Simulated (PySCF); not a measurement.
PySCF input for C₃H₄O, SMILES O=C1CC1, B3LYP-D3(BJ)/def2-SVP. Geometry optimised at B3LYP-D3(BJ)/def2-SVP.

```python
import numpy as np
from pyscf import gto, scf, dft, df
from pyscf.hessian import thermo

mol = gto.M(
    atom='''
    O     0.00000000   -0.00000001   -1.58278723
    C     0.00000000   -0.00000000   -0.38603118
    C     0.00000000   -0.78397404    0.86054980
    C     0.00000000    0.78397404    0.86054979
    H    -0.92099575   -1.29559216    1.16297186
    H     0.92099575   -1.29559216    1.16297186
    H     0.92099575    1.29559216    1.16297184
    H    -0.92099575    1.29559216    1.16297184
    ''',
    basis='def2-SVP',
    charge=0,
    spin=0,
    max_memory=1600,
    verbose=3,
)
mf = dft.RKS(mol, xc='b3lyp').density_fit(auxbasis='def2-universal-jkfit')
mf.disp = 'd3bj'
mf.grids.level = 3
mf.conv_tol = 1e-11
mf.max_cycle = 100
mf.kernel()

# [left out here: the lines that compute and print the analytic Hessian (its translational invariance restored by hand, since the grid's response is missing), thermochemistry and intensities]
```

It prints:

```
converged SCF energy = -191.749095698544

WARN: DFTD3 does not support analytical Hessian, using finite difference


WARN: Mole.unit (angstrom) is changed to Bohr

Mode                                 0                   1                   2
Irrep
Freq [cm^-1]                      318.9671            506.5131            616.9814
Reduced mass [au]                   2.3208              3.6788              1.1261
Force const [Dyne/A]                0.1391              0.5561              0.2526
Char temp [K]                     458.9227            728.7596            887.6988
Normal mode                   x     y     z       x     y     z       x     y     z
       0   O                 0.10  0.00  0.00    0.00 -0.13  0.00   -0.00  0.00 -0.00
       1   C                -0.19 -0.00  0.00   -0.00  0.11  0.00    0.00 -0.00 -0.00
       2   C                 0.02 -0.00  0.00   -0.00  0.04 -0.12    0.07  0.00  0.00
       3   C                 0.02 -0.00 -0.00   -0.00  0.04  0.12   -0.07 -0.00  0.00
       4   H                 0.07  0.09  0.29   -0.00 -0.02 -0.23   -0.15  0.14 -0.42
       5   H                 0.07 -0.09 -0.29    0.00 -0.02 -0.23   -0.15 -0.14  0.42
       6   H                 0.07  0.09 -0.29   -0.00 -0.02  0.23    0.15 -0.14 -0.42
       7   H                 0.07 -0.09  0.29    0.00 -0.02  0.23    0.15  0.14  0.42
Mode                                 3                   4                   5
Irrep
Freq [cm^-1]                      701.8418            732.5465            961.2564
Reduced mass [au]                   1.0500              3.6361              2.8855
Force const [Dyne/A]                0.3047              1.1496              1.5709
Char temp [K]                    1009.7941           1053.9713           1383.0340
Normal mode                   x     y     z       x     y     z       x     y     z
       0   O                 0.02  0.00 -0.00    0.00  0.00  0.12    0.00 -0.04 -0.00
       1   C                -0.03 -0.00 -0.00   -0.00 -0.00  0.09   -0.00  0.20 -0.00
       2   C                -0.03  0.00  0.00    0.00 -0.10 -0.09   -0.00 -0.09  0.01
       3   C                -0.03  0.00 -0.00   -0.00  0.10 -0.09   -0.00 -0.09 -0.01
       4   H                 0.21 -0.44 -0.00   -0.02 -0.12 -0.20   -0.00  0.07  0.26
       5   H                 0.21  0.44  0.00    0.02 -0.12 -0.20    0.00  0.07  0.26
       6   H                 0.21 -0.44  0.00    0.02  0.12 -0.20   -0.00  0.07 -0.26
       7   H                 0.21  0.44 -0.00   -0.02  0.12 -0.20    0.00  0.07 -0.26
Mode                                 6                   7                   8
Irrep
Freq [cm^-1]                     1012.3769           1066.6498           1068.9599
Reduced mass [au]                   1.4054              3.2530              2.2282
Force const [Dyne/A]                0.8487              2.1806              1.5001
Char temp [K]                    1456.5850           1534.6716           1537.9953
Normal mode                   x     y     z       x     y     z       x     y     z
       0   O                 0.00 -0.00 -0.01   -0.00 -0.00  0.10   -0.00 -0.01 -0.00
       1   C                -0.00 -0.00  0.00    0.00  0.00  0.04    0.00  0.10 -0.00
       2   C                -0.00  0.09  0.07   -0.00  0.13 -0.08   -0.00 -0.01  0.14
       3   C                 0.00 -0.09  0.07    0.00 -0.13 -0.08   -0.00 -0.01 -0.14
       4   H                -0.00 -0.17 -0.38   -0.03  0.25 -0.02   -0.02 -0.20 -0.24
       5   H                 0.00 -0.17 -0.38    0.03  0.25 -0.02    0.02 -0.20 -0.24
       6   H                 0.00  0.17 -0.38    0.03 -0.25 -0.02   -0.02 -0.20  0.24
       7   H                -0.00  0.17 -0.38   -0.03 -0.25 -0.02    0.02 -0.20  0.24
Mode                                 9                  10                  11
Irrep
Freq [cm^-1]                     1087.4883           1153.0495           1383.2293
Reduced mass [au]                   1.7200              1.2154              1.0919
Force const [Dyne/A]                1.1984              0.9520              1.2308
Char temp [K]                    1564.6536           1658.9816           1990.1590
Normal mode                   x     y     z       x     y     z       x     y     z
       0   O                -0.03  0.00 -0.00   -0.00  0.00  0.00    0.00 -0.00 -0.00
       1   C                 0.16 -0.00 -0.00    0.00 -0.00  0.00    0.00  0.01  0.00
       2   C                -0.07  0.00 -0.00    0.09  0.00  0.00   -0.00  0.05 -0.02
       3   C                -0.07  0.00  0.00   -0.09 -0.00  0.00   -0.00  0.05  0.02
       4   H                 0.05  0.01  0.37   -0.04  0.38  0.23    0.28 -0.35  0.18
       5   H                 0.05 -0.01 -0.37   -0.04 -0.38 -0.23   -0.28 -0.35  0.18
       6   H                 0.05  0.01 -0.37    0.04 -0.38  0.23    0.28 -0.35 -0.18
       7   H                 0.05 -0.01  0.37    0.04  0.38 -0.23   -0.28 -0.35 -0.18
Mode                                12                  13                  14
Irrep
Freq [cm^-1]                     1406.7510           1975.2760           3104.7727
Reduced mass [au]                   1.2088             12.4839              1.0515
Force const [Dyne/A]                1.4095             28.6983              5.9721
Char temp [K]                    2024.0015           2841.9823           4467.0766
Normal mode                   x     y     z       x     y     z       x     y     z
       0   O                -0.00  0.00 -0.03   -0.00  0.00  0.14   -0.00 -0.00 -0.00
       1   C                -0.00 -0.00  0.01   -0.00  0.00 -0.24   -0.00  0.00  0.00
       2   C                 0.00 -0.07  0.05    0.00 -0.02  0.03    0.00  0.04 -0.02
       3   C                -0.00  0.07  0.05   -0.00  0.02  0.03    0.00  0.04  0.02
       4   H                -0.27  0.31 -0.18   -0.03 -0.01 -0.01   -0.42 -0.22  0.13
       5   H                 0.27  0.31 -0.18    0.03 -0.01 -0.01    0.42 -0.22  0.13
       6   H                 0.27 -0.31 -0.18    0.03  0.01 -0.01   -0.41 -0.22 -0.13
       7   H                -0.27 -0.31 -0.18   -0.03  0.01 -0.01    0.41 -0.22 -0.13
Mode                                15                  16                  17
Irrep
Freq [cm^-1]                     3105.0179           3192.8269           3202.6601
Reduced mass [au]                   1.0588              1.1182              1.1153
Force const [Dyne/A]                6.0144              6.7162              6.7402
Char temp [K]                    4467.4294           4593.7671           4607.9148
Normal mode                   x     y     z       x     y     z       x     y     z
       0   O                -0.00  0.00 -0.00    0.00 -0.00 -0.00    0.00  0.00 -0.00
       1   C                -0.00 -0.00  0.01   -0.00 -0.00 -0.00    0.00 -0.00  0.00
       2   C                 0.00  0.04 -0.02    0.07 -0.00  0.00    0.07 -0.00  0.00
       3   C                -0.00 -0.04 -0.02   -0.07  0.00  0.00    0.07 -0.00 -0.00
       4   H                -0.41 -0.21  0.13   -0.40 -0.22  0.13   -0.40 -0.22  0.13
       5   H                 0.41 -0.21  0.13   -0.40  0.22 -0.13   -0.40  0.22 -0.13
       6   H                 0.42  0.22  0.13    0.40  0.22  0.13   -0.40 -0.22 -0.13
       7   H                -0.42  0.22  0.13    0.40 -0.22 -0.13   -0.40  0.22  0.13
temperature 298.1500 [K]
pressure 101325.00 [Pa]
Rotational constants [GHz] 20.25379 7.41499 5.85820
Symmetry number 2
Zero-point energy (ZPE) 0.06059 [Eh]   159086.372 [J/mol]
                           tot       elec      trans        rot        vib
Entropy [J/mol/K]       265.600      0.000    158.963     92.214     14.422
Cv [J/mol/K]             56.838      0.000     12.472     12.472     31.895
Cp [J/mol/K]             65.153      0.000     20.786     12.472     31.895
Internal energy [J/mol]                      3718.434   3718.434 162174.120
Internal energy [Eh]   -191.68449  -191.74910
Enthalpy [J/mol]                             6197.391   3718.434 162174.120
Enthalpy [Eh]          -191.68355
Gibbs free energy [J/mol]                  -41197.429 -23775.263 157874.117
Gibbs free energy [Eh] -191.71371
static polarisability / bohr^3: [[25.686 -0.    -0.   ]
 [ 0.    33.293 -0.   ]
 [-0.    -0.    36.676]]
largest difference of analytic and finite-field dipole derivatives / e: 0.0007202073455665481
mode   freq/cm-1   IR/(km/mol)   Raman/(A^4/amu)   depolarisation
   1      318.97         4.743             4.260            0.750
   2      506.51         1.327             6.451            0.750
   3      616.98         0.000             0.037            0.750
   4      701.84         1.596             0.346            0.750
   5      732.55         5.138             9.913            0.745
   6      961.26       108.962             1.524            0.750
   7     1012.38        26.982             1.728            0.239
   8     1066.65         1.382            25.953            0.117
   9     1068.96        27.182             0.345            0.749
  10     1087.49         0.682             2.370            0.750
  11     1153.05         0.000             7.131            0.750
  12     1383.23         6.083            14.144            0.750
  13     1406.75         5.642            10.627            0.630
  14     1975.28       316.267             6.517            0.609
  15     3104.77         0.927            36.009            0.750
  16     3105.02         1.528           232.171            0.039
  17     3192.83         0.000           121.111            0.750
  18     3202.66         0.559            39.005            0.750
max |gradient| / (hartree/bohr): 3.058926099098536e-05
APT charges: [-0.6762  0.9151 -0.2021 -0.2021  0.0413  0.0413  0.0413  0.0413]
```

The calculation finished and met its thresholds.

Cost: around 50 core-seconds (rough).
